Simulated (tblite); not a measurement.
Parent: `[CH3:1][CH2:2][n:3]1[n:4][n:5][cH:6][c:7]1[CH3:8]` with C1–C2–N3–N4 -93°, C5H9N3.

Structures optimised with GFN2-xTB, isolated species. One conformer each, not checked by frequencies here.

```
coordinate of the parent    value
                   C1–C2  1.527 Å
                   C2–N3  1.436 Å
                   N3–N4  1.331 Å
                   N4–N5  1.278 Å
                   N5–C6  1.345 Å
                   C6–C7  1.380 Å
                   C7–C8  1.482 Å
                   N3–C7  1.358 Å
                C1–C2–N3   111.4°
                C2–N3–N4   120.9°
                C2–N3–C7   129.1°
                N4–N3–C7   110.0°
                N3–N4–N5   108.9°
                N4–N5–C6   109.1°
                N5–C6–C7   108.4°
                C6–C7–C8   132.2°
                N3–C7–C6   103.5°
                N3–C7–C8   124.3°
```

**Question.** How does the shared frame change in `[CH3:1][CH2:2][c:3]1[n:4][n:5][n:6]([CH2:7][CH3:8])[c:9]1[CH3:10]` with C1–C2–C3–N4 99°, N5–N6–C7–C8 -100°, C7H13N3? Atoms pair as C1 = C8, C2 = C7, N3 = N6, N4 = N5, N5 = N4, C6 = C3, C7 = C9, C8 = C10 (parent first).

**Answer.** 
```json
{"parent": "C1–C2", "relative": "C8–C7", "value in the relative": "1.526 Å", "change": "-0.001"}
{"parent": "C2–N3", "relative": "C7–N6", "value in the relative": "1.436 Å", "change": "0.000"}
{"parent": "N3–N4", "relative": "N6–N5", "value in the relative": "1.330 Å", "change": "-0.001"}
{"parent": "N4–N5", "relative": "N5–N4", "value in the relative": "1.279 Å", "change": "+0.001"}
{"parent": "N5–C6", "relative": "N4–C3", "value in the relative": "1.349 Å", "change": "+0.004"}
{"parent": "C6–C7", "relative": "C3–C9", "value in the relative": "1.386 Å", "change": "+0.006"}
{"parent": "C7–C8", "relative": "C9–C10", "value in the relative": "1.482 Å", "change": "0.000"}
{"parent": "N3–C7", "relative": "N6–C9", "value in the relative": "1.359 Å", "change": "+0.001"}
{"parent": "C1–C2–N3", "relative": "C8–C7–N6", "value in the relative": "111.7°", "change": "+0.3"}
{"parent": "C2–N3–N4", "relative": "C7–N6–N5", "value in the relative": "120.7°", "change": "-0.2"}
{"parent": "C2–N3–C7", "relative": "C7–N6–C9", "value in the relative": "129.4°", "change": "+0.3"}
{"parent": "N4–N3–C7", "relative": "N5–N6–C9", "value in the relative": "109.9°", "change": "-0.1"}
{"parent": "N3–N4–N5", "relative": "N6–N5–N4", "value in the relative": "108.9°", "change": "0.0"}
{"parent": "N4–N5–C6", "relative": "N5–N4–C3", "value in the relative": "109.5°", "change": "+0.4"}
{"parent": "N5–C6–C7", "relative": "N4–C3–C9", "value in the relative": "107.7°", "change": "-0.7"}
{"parent": "C6–C7–C8", "relative": "C3–C9–C10", "value in the relative": "131.6°", "change": "-0.6"}
{"parent": "N3–C7–C6", "relative": "N6–C9–C3", "value in the relative": "103.9°", "change": "+0.4"}
{"parent": "N3–C7–C8", "relative": "N6–C9–C10", "value in the relative": "124.5°", "change": "+0.2"}
```

Of the parent's bonds, C6–C7 changes most (+0.006 Å). Bonds of the relative outside the shared frame: C1–C2 1.529, C2–C3 1.489 Å. Point group C1 → C1.

**Question.** How does the shared frame change in `[CH:1]#[C:2][c:3]1[n:4][n:5][n:6]([CH2:7][CH3:8])[c:9]1[CH3:10]` with N5–N6–C7–C8 92°, C7H9N3? Atoms pair as C1 = C8, C2 = C7, N3 = N6, N4 = N5, N5 = N4, C6 = C3, C7 = C9, C8 = C10 (parent first).

**Answer.** 
```
  parent   relative  value in the relative  change
   C1–C2      C8–C7                1.526 Å  -0.001
   C2–N3      C7–N6                1.436 Å   0.000
   N3–N4      N6–N5                1.334 Å  +0.003
   N4–N5      N5–N4                1.273 Å  -0.005
   N5–C6      N4–C3                1.356 Å  +0.011
   C6–C7      C3–C9                1.391 Å  +0.011
   C7–C8     C9–C10                1.480 Å  -0.002
   N3–C7      N6–C9                1.355 Å  -0.003
C1–C2–N3   C8–C7–N6                 111.3°    -0.1
C2–N3–N4   C7–N6–N5                 121.1°    +0.2
C2–N3–C7   C7–N6–C9                 128.8°    -0.3
N4–N3–C7   N5–N6–C9                 110.1°    +0.1
N3–N4–N5   N6–N5–N4                 109.3°    +0.4
N4–N5–C6   N5–N4–C3                 109.1°     0.0
N5–C6–C7   N4–C3–C9                 107.9°    -0.5
C6–C7–C8  C3–C9–C10                 131.3°    -0.9
N3–C7–C6   N6–C9–C3                 103.6°    +0.1
N3–C7–C8  N6–C9–C10                 125.0°    +0.7
```

Of the parent's bonds, N5–C6 and C6–C7 change most and about equally (+0.011 Å). Bonds of the relative outside the shared frame: C1≡C2 1.200, C2–C3 1.406 Å. Point group C1 → C1.

**Question.** How does the shared frame change in `[CH3:1][CH2:2][n:3]1[cH:4][cH:5][n:6][n:7]1` with C1–C2–N3–C4 77°, C4H7N3? Atoms pair as C1 = C1, C2 = C2, N3 = N3, N4 = N7, N5 = N6, C6 = C5, C7 = C4 (parent first).

**Answer.** 
| parent | relative | value in the relative | change |
| --- | --- | --- | --- |
| C1–C2 | C1–C2 | 1.526 Å | -0.001 |
| C2–N3 | C2–N3 | 1.437 Å | +0.001 |
| N3–N4 | N3–N7 | 1.327 Å | -0.004 |
| N4–N5 | N7–N6 | 1.278 Å | 0.000 |
| N5–C6 | N6–C5 | 1.346 Å | +0.001 |
| C6–C7 | C5–C4 | 1.375 Å | -0.005 |
| N3–C7 | N3–C4 | 1.352 Å | -0.006 |
| C1–C2–N3 | C1–C2–N3 | 111.3° | -0.1 |
| C2–N3–N4 | C2–N3–N7 | 121.5° | +0.6 |
| C2–N3–C7 | C2–N3–C4 | 128.7° | -0.4 |
| N4–N3–C7 | N7–N3–C4 | 109.7° | -0.3 |
| N3–N4–N5 | N3–N7–N6 | 109.0° | +0.1 |
| N4–N5–C6 | N7–N6–C5 | 109.1° | 0.0 |
| N5–C6–C7 | N6–C5–C4 | 107.9° | -0.5 |
| N3–C7–C6 | N3–C4–C5 | 104.2° | +0.7 |

Of the parent's bonds, C6–C7 and N3–C7 change most and about equally (-0.006 to -0.005 Å). Point group C1 → C1.

**Question.** How does the shared frame change in `[CH2:1]=[CH:2][c:3]1[n:4][n:5][n:6]([CH2:7][CH3:8])[c:9]1[CH3:10]` with C1–C2–C3–N4 0°, N5–N6–C7–C8 -96°, C7H11N3? Atoms pair as C1 = C8, C2 = C7, N3 = N6, N4 = N5, N5 = N4, C6 = C3, C7 = C9, C8 = C10 (parent first).

**Answer.** 
```csv
parent,relative,value in the relative,change
C1–C2,C8–C7,1.526 Å,-0.001
C2–N3,C7–N6,1.436 Å,0.000
N3–N4,N6–N5,1.334 Å,+0.003
N4–N5,N5–N4,1.273 Å,-0.005
N5–C6,N4–C3,1.357 Å,+0.012
C6–C7,C3–C9,1.392 Å,+0.012
C7–C8,C9–C10,1.481 Å,-0.001
N3–C7,N6–C9,1.357 Å,-0.001
C1–C2–N3,C8–C7–N6,111.5°,+0.1
C2–N3–N4,C7–N6–N5,120.7°,-0.2
C2–N3–C7,C7–N6–C9,129.3°,+0.2
N4–N3–C7,N5–N6–C9,110.0°,0.0
N3–N4–N5,N6–N5–N4,109.1°,+0.2
N4–N5–C6,N5–N4–C3,109.6°,+0.5
N5–C6–C7,N4–C3–C9,107.4°,-1.0
C6–C7–C8,C3–C9–C10,132.2°,0.0
N3–C7–C6,N6–C9–C3,103.9°,+0.4
N3–C7–C8,N6–C9–C10,123.9°,-0.4
```

Of the parent's bonds, N5–C6 and C6–C7 change most and about equally (+0.012 Å). Bonds of the relative outside the shared frame: C1=C2 1.327, C2–C3 1.445 Å. Point group C1 → C1.

**Question.** How does the shared frame change in `[CH3:1][CH2:2][n:3]1[n:4][n:5][c:6]([C:7]#[N:8])[c:9]1[CH3:10]` with C1–C2–N3–N4 -91°, C6H8N4? Atoms pair as C1 = C1, C2 = C2, N3 = N3, N4 = N4, N5 = N5, C6 = C6, C7 = C9, C8 = C10 (parent first).

**Answer.** 
| parent | relative | value in the relative | change |
| --- | --- | --- | --- |
| C1–C2 | C1–C2 | 1.526 Å | -0.001 |
| C2–N3 | C2–N3 | 1.437 Å | +0.001 |
| N3–N4 | N3–N4 | 1.335 Å | +0.004 |
| N4–N5 | N4–N5 | 1.268 Å | -0.010 |
| N5–C6 | N5–C6 | 1.358 Å | +0.013 |
| C6–C7 | C6–C9 | 1.393 Å | +0.013 |
| C7–C8 | C9–C10 | 1.479 Å | -0.003 |
| N3–C7 | N3–C9 | 1.352 Å | -0.006 |
| C1–C2–N3 | C1–C2–N3 | 111.1° | -0.3 |
| C2–N3–N4 | C2–N3–N4 | 120.9° | 0.0 |
| C2–N3–C7 | C2–N3–C9 | 128.9° | -0.2 |
| N4–N3–C7 | N4–N3–C9 | 110.2° | +0.2 |
| N3–N4–N5 | N3–N4–N5 | 109.5° | +0.6 |
| N4–N5–C6 | N4–N5–C6 | 109.0° | -0.1 |
| N5–C6–C7 | N5–C6–C9 | 107.9° | -0.5 |
| C6–C7–C8 | C6–C9–C10 | 131.4° | -0.8 |
| N3–C7–C6 | N3–C9–C6 | 103.5° | 0.0 |
| N3–C7–C8 | N3–C9–C10 | 125.2° | +0.9 |

Of the parent's bonds, N5–C6 and C6–C7 change most and about equally (+0.013 Å). Bonds of the relative outside the shared frame: C6–C7 1.403, C7≡N8 1.146 Å. Point group C1 → C1.

The numbers are calculated, not measured.
